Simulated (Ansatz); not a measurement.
Start from `[CH3][Al]([F])[NH][SiH3]` and change one atom or group to get `[F][AlH][NH][SiH3]`.

Ansatz, PBE0-D4/def2-TZVP geometries, multiplicity 1. Each molecule was computed in one conformer, which needn't be the lowest.

```json
{"property": "HOMO energy (B3LYP/def2-TZVPP) / eV", "`[CH3][Al]([F])[NH][SiH3]`": "-7.54"}
{"property": "HOMO–LUMO gap (B3LYP/def2-TZVPP) / eV", "`[CH3][Al]([F])[NH][SiH3]`": "6.95"}
{"property": "HOMO–LUMO gap (PBE/def2-TZVPP) / eV", "`[CH3][Al]([F])[NH][SiH3]`": "5.31"}
{"property": "LUMO energy (B3LYP/def2-TZVPP) / eV", "`[CH3][Al]([F])[NH][SiH3]`": "-0.60"}
{"property": "LUMO energy (ωB97M-V/def2-TZVPP) / eV", "`[CH3][Al]([F])[NH][SiH3]`": "1.17"}
{"property": "LUMO energy (PBE/def2-TZVPP) / eV", "`[CH3][Al]([F])[NH][SiH3]`": "-1.13"}
```

Task: Give the same properties after the change, and the shifts. (Estimate.)

Result: Computed: 
| property | `[F][AlH][NH][SiH3]` | shift |
| --- | --- | --- |
| HOMO energy (B3LYP/def2-TZVPP) / eV | -7.71 | -0.17 |
| HOMO–LUMO gap (B3LYP/def2-TZVPP) / eV | 7.01 | 0.06 |
| HOMO–LUMO gap (PBE/def2-TZVPP) / eV | 5.38 | 0.07 |
| LUMO energy (B3LYP/def2-TZVPP) / eV | -0.71 | -0.11 |
| LUMO energy (ωB97M-V/def2-TZVPP) / eV | 1.07 | -0.10 |
| LUMO energy (PBE/def2-TZVPP) / eV | -1.24 | -0.11 |

B3LYP here is the variant with VWN-RPA as its local correlation; programs differ in this.
